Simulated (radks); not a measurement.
Results of a calculation; reference values are marked as such.
Species: the xenon ion Xe+. Configuration: [Kr] 4d10 5s2 5p5. Code: a radial shooting solver on a logarithmic mesh with Libxc functionals. Model: Dirac Kohn-Sham, PBE, spin-unpolarised, spherical densities, finite nucleus; open shells are shared between the two j in proportion to 2j + 1; Fermi nuclear charge, rms radius 4.7859 fm.

X-ray form factor f0, the Fourier transform of the density (f0(0) = 53):

| sin(theta)/lambda (1/angstrom) | f0 (electrons) |
|---|---|
| 0.05 | 52.093 |
| 0.1 | 49.687 |
| 0.15 | 46.488 |
| 0.2 | 43.157 |
| 0.25 | 40.067 |
| 0.3 | 37.320 |
| 0.4 | 32.671 |
| 0.5 | 28.773 |
| 0.6 | 25.470 |
| 0.8 | 20.630 |
| 1 | 17.591 |
| 1.25 | 14.876 |
| 1.5 | 12.484 |
| 2 | 8.561 |
